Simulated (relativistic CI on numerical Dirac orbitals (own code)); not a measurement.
## Calculated levels, Dy LV

Method of calculation: Dirac-Coulomb-Breit CI, separate exchange-only KLI orbitals for each configuration, QED by a radiative potential, unscaled Slater integrals (own radial code, finite nucleus).

Configurations in the expansion (outside the closed core [Ne]): 3s², 3s3p, 3p², 3s3d, 3d², 3p3d, 3p4s, 3d4s, 3s4s, 3s4p, 3s4d, 3s4f, 3s5s, 3s5p, 3s5d, 4s². Levels of other configurations are missing.

| No. | Configuration | Term | J | E (10³ cm⁻¹) | % | Lifetime (s) | jj configuration (%) |
| --- | --- | --- | --- | --- | --- | --- | --- |
| 1 | 3s² | ¹S | 0 | 0.0 | 99 |  | closed (99) |
| 2 | 3s3p | ³P° | 0 | 938.8 | 100 |  | 3s 3p1/2 (100) |
| 3 | 3s3p | ³P° | 1 | 1044.7 | 75 | 7.79e-11 | 3s 3p1/2 (99) |
| 4 | 3p² | ³P | 0 | 2256.7 | 70 | 9.68e-12 | 3p1/2^2 (99) |
| 5 | 3s3p | ³P° | 2 | 2673.9 | 100 | 2.29e-08 | 3s 3p3/2 (100) |
| 6 | 3s3p | ¹P° | 1 | 2941.4 | 74 | 9.58e-13 | 3s 3p3/2 (99) |
| 7 | 3p² | ¹D | 2 | 3882.4 | 57 | 3.74e-12 | 3p1/2 3p3/2 (85) |
| 8 | 3p² | ³P | 1 | 3893.3 | 100 | 1.28e-12 | 3p1/2 3p3/2 (100) |
| 9 | 3s3d | ³D | 1 | 4175.3 | 100 | 1.43e-12 | 3s 3d3/2 (100) |
| 10 | 3s3d | ³D | 2 | 4250.9 | 77 | 9.72e-13 | 3s 3d3/2 (84) |
| 11 | 3s3d | ³D | 3 | 4569.1 | 100 | 6.16e-12 | 3s 3d5/2 (100) |
| 12 | 3s3d | ¹D | 2 | 4695.3 | 72 | 3.29e-12 | 3s 3d5/2 (89) |
| 13 | 3p3d | ³F° | 2 | 5190.1 | 76 | 2.38e-11 | 3p1/2 3d3/2 (100) |
| 14 | 3p3d | ³D° | 1 | 5433.2 | 54 | 1.04e-12 | 3p1/2 3d3/2 (99) |
| 15 | 3p² | ³P | 2 | 5691.3 | 61 | 6.80e-13 | 3p3/2^2 (97) |
| 16 | 3p3d | ³P° | 2 | 5714.4 | 47 | 4.99e-12 | 3p1/2 3d5/2 (100) |
| 17 | 3p3d | ³F° | 3 | 5730.0 | 55 | 7.76e-12 | 3p1/2 3d5/2 (99) |
| 18 | 3p² | ¹S | 0 | 5819.3 | 69 | 7.05e-13 | 3p3/2^2 (99) |
| 19 | 3p3d | ³D° | 2 | 7014.2 | 50 | 7.40e-13 | 3p3/2 3d3/2 (98) |
| 20 | 3p3d | ³P° | 0 | 7087.1 | 100 | 6.95e-13 | 3p3/2 3d3/2 (100) |
| 21 | 3p3d | ³F° | 3 | 7089.4 | 45 | 8.00e-13 | 3p3/2 3d3/2 (94) |
| 22 | 3p3d | ³P° | 1 | 7091.9 | 62 | 7.03e-13 | 3p3/2 3d3/2 (99) |
| 23 | 3p3d | ³F° | 4 | 7324.8 | 100 | 1.64e-12 | 3p3/2 3d5/2 (100) |
| 24 | 3p3d | ³P° | 2 | 7413.4 | 49 | 1.17e-12 | 3p3/2 3d5/2 (98) |
| 25 | 3p3d | ³D° | 3 | 7554.9 | 55 | 1.10e-12 | 3p3/2 3d5/2 (95) |
| 26 | 3p3d | ¹P° | 1 | 7644.4 | 68 | 1.00e-12 | 3p3/2 3d5/2 (98) |
| 27 | 3d² | ³F | 2 | 8442.3 | 76 | 7.63e-13 | 3d3/2^2 (99) |
| 28 | 3d² | ³P | 0 | 8626.6 | 75 | 6.71e-13 | 3d3/2^2 (97) |
| 29 | 3d² | ³F | 3 | 8805.8 | 100 | 1.27e-12 | 3d3/2 3d5/2 (100) |
| 30 | 3d² | ³P | 2 | 8895.0 | 49 | 1.12e-12 | 3d3/2 3d5/2 (99) |
| 31 | 3d² | ¹G | 4 | 8908.3 | 64 | 1.48e-12 | 3d3/2 3d5/2 (97) |
| 32 | 3d² | ³P | 1 | 8929.7 | 100 | 1.08e-12 | 3d3/2 3d5/2 (100) |
| 33 | 3d² | ³F | 4 | 9238.8 | 64 | 3.59e-12 | 3d5/2^2 (97) |
| 34 | 3d² | ³P | 2 | 9308.8 | 48 | 2.89e-12 | 3d5/2^2 (100) |
| 35 | 3d² | ¹S | 0 | 9523.0 | 74 | 2.03e-12 | 3d5/2^2 (97) |
| 36 | 3s4s | ³S | 1 | 19540.9 | 100 | 2.73e-14 | 3s 4s (100) |
| 37 | 3s4s | ¹S | 0 | 19647.1 | 100 | 2.87e-14 | 3s 4s (100) |
| 38 | 3s4p | ³P° | 0 | 20034.3 | 99 | 1.14e-13 | 3s 4p1/2 (99) |
| 39 | 3s4p | ³P° | 1 | 20044.4 | 68 | 3.28e-14 | 3s 4p1/2 (100) |
| 40 | 3p4s | ³P° | 1 | 20611.7 | 45 | 2.99e-14 | 3p1/2 4s (70) |
| 41 | 3p4s | ³P° | 0 | 20665.7 | 99 | 3.91e-14 | 3p1/2 4s (99) |
| 42 | 3s4p | ³P° | 2 | 20739.1 | 100 | 1.57e-13 | 3s 4p3/2 (100) |
| 43 | 3s4p | ¹P° | 1 | 20826.1 | 48 | 2.83e-14 | 3s 4p3/2 (70) |
| 44 | 3s4d | ³D | 1 | 21279.5 | 100 | 1.51e-14 | 3s 4d3/2 (100) |
| 45 | 3s4d | ³D | 2 | 21287.1 | 66 | 1.52e-14 | 3s 4d3/2 (100) |

Energies count from the lowest computed level; ° marks odd parity; lifetimes are radiative, by E1, M1, E2, M2 decay to levels of this space only; some are left blank where a channel outside the calculation adds to the decay or the decay crosses a small, uncertain gap. Filled j subshells are mostly left out of the jj labels.

The mean weight of the leading LS term, summed over parents, in these 45 levels is 75 %, and that of the leading jj configuration (from the same eigenvectors) 97 %, so jj coupling describes them better and the LS labels are nominal.

At this charge energies of transitions that change n are usually good to better than 1 %, and those within a shell (Δn = 0) to a few per cent.

LS names give the leading component of a level, which can be under half, so a name can repeat, a term be missing and a line seem to break the LS rules.
